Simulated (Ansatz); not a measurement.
`C[S+](C)[Cu-][OH]`, charge 0, multiplicity 1.

Problem. Give a relaxed structure at PBE0-D4/def2-TZVP (Ansatz). (Estimate.)

Solution. Ansatz gave: 
Cartesian coordinates in Å:
```
C 0.721 -0.156 1.548
S -0.299 -0.862 0.244
C 0.910 -0.966 -1.086
Cu -1.731 0.635 -0.319
O -3.037 1.768 -0.761
H 1.146 0.798 1.238
H 0.074 -0.001 2.410
H 1.512 -0.860 1.810
H 1.699 -1.663 -0.805
H 1.328 0.015 -1.311
H 0.387 -1.345 -1.963
H -2.711 2.637 -1.004
```
Point group Cs.
This is one stationary point; other conformers may exist.
